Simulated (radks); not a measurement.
The numbers below are computed, except where a source is named.
Q: Pt2+, 76 electrons, occupied as [Xe] 4f14 5d8. Level of theory: Dirac Kohn-Sham, Wu-Cohen GGA, spin-unpolarised, spherical densities, point nucleus; open shells fill j = l - 1/2 first (a radial shooting solver on a logarithmic mesh with Libxc functionals). Some entries of the table are withheld. Estimate them.

orbital,occ.,eigenvalue (eV),<r^2> (bohr^2)
1s1/2,2,-78328.83,0.0004060
2s1/2,2,-13766.35,0.006143
2p1/2,2,-13194.85,0.004356
2p3/2,4,-11465.47,0.005546
3s1/2,2,(1),0.03994
3p1/2,2,-2992.649,0.03647
3p3/2,4,-2612.515,0.04292
3d3/2,4,-2185.672,(2)
3d5/2,6,-2103.754,(3)
4s1/2,2,-714.2876,0.1946
4p1/2,2,(4),(5)
4p3/2,4,(6),(7)
4d3/2,4,-336.9150,0.2468
4d5/2,6,-320.0762,0.2587
5s1/2,2,-122.3829,1.018
4f5/2,6,(8),0.3200
4f7/2,8,(9),0.3294
5p1/2,2,(10),1.205
5p3/2,4,(11),1.446
5d3/2,4,-26.7106,2.729
5d5/2,4,-25.2085,2.929

A: 
(1) 3s1/2 eigenvalue (eV): -3249.049
(2) 3d3/2 <r^2> (bohr^2): 0.03299
(3) 3d5/2 <r^2> (bohr^2): 0.03475
(4) 4p1/2 eigenvalue (eV): -605.5446
(5) 4p1/2 <r^2> (bohr^2): 0.1989
(6) 4p3/2 eigenvalue (eV): -514.9619
(7) 4p3/2 <r^2> (bohr^2): 0.2322
(8) 4f5/2 eigenvalue (eV): -92.6475
(9) 4f7/2 eigenvalue (eV): -89.1927
(10) 5p1/2 eigenvalue (eV): -87.6507
(11) 5p3/2 eigenvalue (eV): -72.5972
